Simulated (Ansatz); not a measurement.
Ansatz (a quantum-chemistry and plane-wave program) input (B3LYP-D3(BJ)/def2-TZVP):

Ansatz 0.2 input:
```yaml
crystal:
  periodic: [false, false, false]
  atoms:
    - {symbol: Sr, position_ang: [-0.56145732, -0.51106576, -0.76411516]}
    - {symbol: F, position_ang: [0.55774715, 0.51458490, 0.76737178]}
basis:
  gaussian:
    orbitals: def2-TZVP
hamiltonian:
  xc: b3lyp
  dispersion: d3bj
total_charge: 1
relax: {f_tol: 0.002, max_steps: 150}
```

Output:

```
Functional definition: B3LYP
integrals: 0.01 GiB planned
469 factors; their error is unknown
mean field: 0.13 GiB planned
mean field evaluation 1: about -3527.7179 eV, gradient 1.2e2 eV
mean field evaluation 2: about -3193.2257 eV, gradient 2.1e2 eV
mean field evaluation 4: about -3543.0816 eV, gradient 6.5e1 eV
mean field evaluation 8: about -3549.9844 eV, gradient 2.2e-2 eV
mean field evaluation 16: about -3549.9970 eV, gradient 2.9e-5 eV
mean field -3549.99696944 eV, -130.4599823527 hartree, gradient 2.9e-5 eV, S^2 0.000000; 0 other end points of the search recorded, 0 dependent functions left out
the calculation of the forces begins
reference -3549.99721413 eV, -130.4599913446 hartree; 9, 9 occupied and 55, 55 virtual orbitals, 469 factors
relax step   1: F+E_penalty+E_count = -3550.03130340 eV  Δ(F+E_penalty+E_count) = +0.000e0 eV  max|allowed force component| = 1.382e0 eV/Å  Δτ_max = 0.0000 Å  (29 SCF iters, accepted)
these checks for a lower state are left out or cut short: starts, cluster_reference, orbital_swaps, neighbouring_geometries, increment
integrals: 0.01 GiB planned
469 factors; their error is unknown
mean field: 0.13 GiB planned
mean field -3550.12424646 eV, -130.4646596966 hartree, gradient 1.1e-5 eV, S^2 0.000000; 0 other end points of the search recorded, 0 dependent functions left out
the calculation of the forces begins
reference -3550.12447318 eV, -130.4646680284 hartree; 9, 9 occupied and 55, 55 virtual orbitals, 469 factors
relax step   2: F+E_penalty+E_count = -3550.15876688 eV  Δ(F+E_penalty+E_count) = -1.275e-1 eV  max|allowed force component| = 6.602e-1 eV/Å  Δτ_max = 0.0910 Å  (34 SCF iters, accepted)
these checks for a lower state are left out or cut short: starts, cluster_reference, orbital_swaps, neighbouring_geometries, increment
integrals: 0.01 GiB planned
469 factors; their error is unknown
mean field: 0.13 GiB planned
mean field -3550.14433765 eV, -130.4653980346 hartree, gradient 7.9e-5 eV, S^2 0.000000; 0 other end points of the search recorded, 0 dependent functions left out
the calculation of the forces begins
reference -3550.14456909 eV, -130.4654065396 hartree; 9, 9 occupied and 55, 55 virtual orbitals, 469 factors
relax step   3: F+E_penalty+E_count = -3550.17882142 eV  Δ(F+E_penalty+E_count) = -2.005e-2 eV  max|allowed force component| = 1.738e-2 eV/Å  Δτ_max = 0.0216 Å  (27 SCF iters, accepted)
these checks for a lower state are left out or cut short: starts, cluster_reference, orbital_swaps, neighbouring_geometries, increment
integrals: 0.01 GiB planned
469 factors; their error is unknown
mean field: 0.13 GiB planned
mean field evaluation 32: about -3550.1316 eV, gradient 1.4e-1 eV
mean field -3550.14435457 eV, -130.4653986561 hartree, gradient 5.0e-5 eV, S^2 0.000000; 0 other end points of the search recorded, 0 dependent functions left out
the calculation of the forces begins
reference -3550.14458614 eV, -130.4654071661 hartree; 9, 9 occupied and 55, 55 virtual orbitals, 469 factors
relax step   4: F+E_penalty+E_count = -3550.17883719 eV  Δ(F+E_penalty+E_count) = -1.577e-5 eV  max|allowed force component| = 1.515e-4 eV/Å  Δτ_max = 0.0006 Å  (22 SCF iters, accepted)
integrals: 0.01 GiB planned
469 factors; their error is unknown
mean field: 0.13 GiB planned
mean field -3550.14435457 eV, -130.4653986561 hartree, gradient 5.0e-5 eV, S^2 0.000000; 1 other end points of the search recorded, 0 dependent functions left out
the calculation of the forces begins
reference -3550.14458614 eV, -130.4654071661 hartree; 9, 9 occupied and 55, 55 virtual orbitals, 469 factors
Total energy: -3550.17906876 eV, -130.4666743790 hartree
Atom 0 at    -0.525784    -0.478374    -0.715301 Å, force    -0.000111    -0.000101    -0.000152 eV/Å
Atom 1 at     0.522074     0.481893     0.718557 Å, force     0.000111     0.000101     0.000152 eV/Å
Dipole moment:    -0.824389    -0.755479    -1.128070 e Å
```
